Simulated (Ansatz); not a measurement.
`CNB(C)C` and `C[B](C)[ZnH]` differ in one atom or group.

Ansatz, PBE0-D4/def2-TZVP geometries, multiplicity 1. Each molecule was computed in one conformer, which needn't be the lowest.

Scalar relativity is left out up to krypton.

```json
{"property": "HOMO energy (B3LYP/def2-TZVPP) / eV", "`CNB(C)C`": "-7.15"}
{"property": "HOMO–LUMO gap (PBE/def2-TZVPP) / eV", "`CNB(C)C`": "6.20"}
{"property": "HOMO–LUMO gap (ωB97M-V/def2-TZVPP) / eV", "`CNB(C)C`": "11.82"}
{"property": "LUMO energy (PBE0/def2-TZVPP) / eV", "`CNB(C)C`": "0.89"}
{"property": "LUMO energy (B3LYP/def2-TZVPP) / eV", "`CNB(C)C`": "0.57"}
{"property": "HOMO energy (PBE/def2-TZVPP) / eV", "`CNB(C)C`": "-6.06"}
```

Task: What does the change do to each property? (An estimate is asked.)

Result: Ansatz gave: 
```
                               property  `C[B](C)[ZnH]`  shift
    HOMO energy (B3LYP/def2-TZVPP) / eV           -6.23   0.92
    HOMO–LUMO gap (PBE/def2-TZVPP) / eV            2.91  -3.29
HOMO–LUMO gap (ωB97M-V/def2-TZVPP) / eV            8.68  -3.14
     LUMO energy (PBE0/def2-TZVPP) / eV           -1.54  -2.43
    LUMO energy (B3LYP/def2-TZVPP) / eV           -1.76  -2.33
      HOMO energy (PBE/def2-TZVPP) / eV           -5.34   0.72
```

With PBE0 the HOMO rises by 0.98 eV and the LUMO falls by 2.43 eV, so the gap narrows by about 3.41 eV. PBE moves the HOMO by 0.72 eV and ωB97M-V by 1.22 eV.

B3LYP here is the variant with VWN-RPA as its local correlation; programs differ in this.
